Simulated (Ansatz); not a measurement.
Reaction (substitution at a C–O bond): `C=COBC` + `F[Si](F)(F)[SeH]` → `C=C[Se][Si](F)(F)F` + `CBO`

Isolated molecules relaxed with PBE0-D4/def2-TZVP in Ansatz; ΔE leaves out vibrations. CBS: MP2 limit from def2 TZ/QZ plus the TZ coupled-cluster correction, frozen cores. DFT in def2-TZVPP. B3LYP here is the variant with VWN-RPA as its local correlation; programs differ in this. For Se outer-core shells are correlated without core-valence functions, which leaves a few kJ/mol of doubt a bond. Scalar relativity is left out up to krypton. One conformer a species, not always the lowest.

```
             level  ΔE (kcal/mol)  difference from CCSD(T)/CBS
            PBE-D4           -7.5                          1.1
         r2SCAN-D4           -6.9                          1.7
           PBE0-D4           -7.5                          1.1
          B3LYP-D4           -7.2                          1.4
           ωB97X-V           -6.8                          1.8
           ωB97M-V           -7.4                          1.2
            B2PLYP           -7.5                          1.1
               PBE           -6.9                          1.7
            r2SCAN           -6.8                          1.8
              PBE0           -6.9                          1.7
             B3LYP           -6.1                          2.5
     HF/def2-TZVPP           -5.4                          3.2
    MP2/def2-TZVPP          -10.3                         -1.7
SCS-MP2/def2-TZVPP           -9.5                         -0.9
   CCSD/def2-TZVPP           -8.0                          0.6
CCSD(T)/def2-TZVPP           -8.4                          0.2
     HF/def2-QZVPP           -5.2                          3.4
    MP2/def2-QZVPP          -10.3                         -1.7
SCS-MP2/def2-QZVPP           -9.5                         -0.9
      HF/CBS(def2)           -5.2                          3.4
     MP2/CBS(def2)          -10.5                         -1.9
    CCSD/CBS(def2)           -8.1                          0.5
       CCSD(T)/CBS           -8.6                            0
```

Largest T1 diagnostic among the species: 0.013.

In def2-TZVPP, CCSD(T) changes the Hartree–Fock value by −3.0 kcal/mol (the triples alone add −0.4 kcal/mol) and MP2 by −4.9 kcal/mol. The D4 term adds −1.1 kcal/mol with B3LYP and −0.6 kcal/mol with PBE0; it sums over pairs of atoms, weighted by their polarisabilities, and B3LYP, whose exchange is more repulsive, gets the larger term.
